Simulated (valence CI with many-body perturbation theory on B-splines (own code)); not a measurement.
**E1 line list for Mo10+**

Computed by relativistic CI+MBPT: four valence electrons over a frozen Dirac-Fock core [Ar] 3d10, a basis of 11 s, 11 p, 9 d, 7 f, 5 g, 2 h, 1 i functions for each j, with the one-electron correlation potential Σ1, the two-electron term Σ2, the three-electron term Σ3, Breit, model QED; selected CI, second order for the rest, scaled by the run's own slope (own B-spline code, finite nucleus).

No measured spectrum was set against this ion. As an estimate, levels hold to about 250 cm⁻¹ or 0.2 % of their energy and the worst to 1 %, as in measured heavy ions of charge 2 to 7; those with d or f electrons hold less well.

Lines 101 to 150 of 237 in falling wavelength, among levels below 702680 cm⁻¹, chosen from the strongest by gf and those to the six lowest levels. Wavelengths and rates use the calculated energies, so an error of 600 cm⁻¹ moves a line at 29.77 nm by 0.18 % and its rate by three times that or more. Electric multipoles are in the length gauge, E1 and E2 with the static RPA response of the core. Weak lines are less certain than strong ones. Lines between different terms over intervals too small for the method are left out, as are lines whose strength nearly cancels. Where a level lies close to another of its J and parity, the split of strength between their lines is uncertain. The highest levels of a list are the least certain.

Names give the largest LS component (configuration and term), which can be under half, so a name can repeat, a term be missing and a line seem to break the LS rules; names also repeat where a configuration has a term twice. Letters in brackets count levels of one name in rising energy.

| λ vac (nm) | Upper | Lower | A (s⁻¹) | S (a.u.) |
| --- | --- | --- | --- | --- |
| 29.77 | 4s.4p2.4d 3P_2 [a] | 4s.4p3 3P°_1 | 1.90e+09 | 1.24e-01 |
| 29.60 | 4s2.4p.4d 3F°_3 | 4s2.4p2 1D_2 | 7.30e+06 | 6.54e-04 |
| 29.56 | 4s.4p3 1P°_1 | 4s2.4p2 3P_2 | 7.96e+07 | 3.04e-03 |
| 29.53 | 4s.4p2.4d 3D_3 [a] | 4s.4p3 1D°_2 | 2.78e+09 | 2.47e-01 |
| 29.40 | 4s2.4p.4d 3D°_1 | 4s2.4p2 1S_0 | 1.11e+08 | 4.16e-03 |
| 29.37 | 4p4 1D_2 | 4s.4p3 5S°_2 | 2.47e+07 | 1.55e-03 |
| 28.99 | 4s.4p2.4d 3D_3 [b] | 4s.4p3 1D°_2 | 1.97e+09 | 1.66e-01 |
| 28.90 | 4s.4p2.4d 3P_1 [a] | 4s.4p3 3P°_2 | 9.61e+09 | 3.44e-01 |
| 28.75 | 4s.4p3 1P°_1 | 4s2.4p2 3P_1 | 7.65e+09 | 2.69e-01 |
| 28.46 | 4s.4p2.4d 3P_1 [a] | 4s.4p3 3P°_0 | 4.24e+09 | 1.45e-01 |
| 28.19 | 4s2.4p.4d 3F°_2 | 4s2.4p2 3P_2 | 2.07e+09 | 1.14e-01 |
| 27.92 | 4s.4p2.4d 1P_1 | 4s.4p3 1D°_2 | 1.76e+10 | 5.69e-01 |
| 27.89 | 4s2.4p.4d 3P°_1 | 4s2.4p2 1S_0 | 7.80e+06 | 2.50e-04 |
| 27.85 | 4s.4p2.4d 3P_0 [a] | 4s.4p3 3P°_1 | 2.36e+10 | 2.52e-01 |
| 27.71 | 4s2.4p.4d 3P°_2 | 4s2.4p2 1D_2 | 9.56e+09 | 5.02e-01 |
| 27.64 | 4s.4p2.4d 3D_2 [c] | 4s.4p3 3S°_1 | 4.27e+09 | 2.23e-01 |
| 27.60 | 4s.4p2.4d 5P_3 | 4s.4p3 3D°_3 | 1.56e+09 | 1.14e-01 |
| 27.60 | 4s.4p2.4d 5F_1 | 4s.4p3 5S°_2 | 4.40e+07 | 1.37e-03 |
| 27.47 | 4s.4p2.4d 3P_2 [a] | 4s.4p3 3D°_3 | 1.82e+10 | 9.29e-01 |
| 27.45 | 4s2.4p.4d 3F°_2 | 4s2.4p2 3P_1 | 5.62e+08 | 2.87e-02 |
| 27.36 | 4s.4p3 1P°_1 | 4s2.4p2 3P_0 | 9.46e+08 | 2.87e-02 |
| 27.36 | 4s2.4p.4d 3F°_3 | 4s2.4p2 3P_2 | 3.15e+09 | 2.23e-01 |
| 27.35 | 4s.4p2.4d 5F_2 | 4s.4p3 5S°_2 | 3.54e+08 | 1.79e-02 |
| 27.21 | 4s.4p2.4d 3F_3 [c] | 4s.4p3 1D°_2 | 1.75e+09 | 1.21e-01 |
| 27.01 | 4s2.4p.4d 3D°_1 | 4s2.4p2 1D_2 | 1.09e+09 | 3.19e-02 |
| 26.95 | 4s.4p2.4d 3P_2 [a] | 4s.4p3 3D°_2 | 1.78e+10 | 8.59e-01 |
| 26.94 | 4s.4p2.4d 5F_3 | 4s.4p3 5S°_2 | 7.77e+08 | 5.25e-02 |
| 26.88 | 4s.4p2.4d 3P_2 [a] | 4s.4p3 3D°_1 | 3.40e+09 | 1.63e-01 |
| 26.84 | 4s.4p2.4d 3D_3 [c] | 4s.4p3 1D°_2 | 1.31e+09 | 8.78e-02 |
| 26.84 | 4s.4p2.4d 3D_1 [a] | 4s.4p3 3P°_1 | 3.07e+09 | 8.79e-02 |
| 26.62 | 4s.4p2.4d 3D_3 [b] | 4s.4p3 3P°_2 | 6.74e+09 | 4.39e-01 |
| 26.34 | 4s2.4p.4d 1D°_2 | 4s2.4p2 1D_2 | 2.66e+10 | 1.20e+00 |
| 26.24 | 4s.4p2.4d 3S_1 [b] | 4s.4p3 1D°_2 | 2.60e+10 | 6.95e-01 |
| 26.04 | 4s.4p2.4d 3P_1 [a] | 4s.4p3 3D°_2 | 6.61e+09 | 1.73e-01 |
| 26.03 | 4s.4p2.4d 5D_1 | 4s.4p3 5S°_2 | 8.65e+08 | 2.26e-02 |
| 25.97 | 4s.4p2.4d 3P_1 [a] | 4s.4p3 3D°_1 | 2.38e+10 | 6.18e-01 |
| 25.93 | 4s.4p2.4d 5D_2 | 4s.4p3 5S°_2 | 2.71e+09 | 1.16e-01 |
| 25.84 | 4s.4p2.4d 3G_4 | 4s.4p3 3D°_3 | 1.24e+09 | 9.47e-02 |
| 25.79 | 4s.4p2.4d 5D_3 | 4s.4p3 5S°_2 | 4.22e+09 | 2.50e-01 |
| 25.74 | 4s2.4p.4d 3P°_2 | 4s2.4p2 3P_2 | 2.82e+10 | 1.19e+00 |
| 25.72 | 4s2.4p.4d 3P°_1 | 4s2.4p2 1D_2 | 8.61e+09 | 2.17e-01 |
| 25.72 | 4s.4p2.4d 1P_1 | 4s.4p3 3P°_2 | 8.51e+09 | 2.14e-01 |
| 25.59 | 4s2.4p.4d 3D°_3 | 4s2.4p2 1D_2 | 1.19e+10 | 6.90e-01 |
| 25.53 | 4s.4p2.4d 3D_1 [b] | 4s.4p3 3P°_0 | 1.09e+10 | 2.68e-01 |
| 25.50 | 4s2.4p.4d 3D°_2 | 4s2.4p2 1D_2 | 3.00e+10 | 1.23e+00 |
| 25.40 | 4s.4p2.4d 3D_2 [b] | 4s.4p3 3P°_1 | 2.93e+10 | 1.18e+00 |
| 25.36 | 4s.4p2.4d 1P_1 | 4s.4p3 3P°_0 | 9.33e+09 | 2.25e-01 |
| 25.30 | 4s.4p2.4d 3P_0 [a] | 4s.4p3 3D°_1 | 2.11e+10 | 1.69e-01 |
| 25.19 | 4s.4p2.4d 3P_0 [b] | 4s.4p3 3P°_1 | 4.84e+10 | 3.82e-01 |
| 25.18 | 4s.4p2.4d 3D_2 [a] | 4s.4p3 3D°_3 | 9.65e+09 | 3.80e-01 |
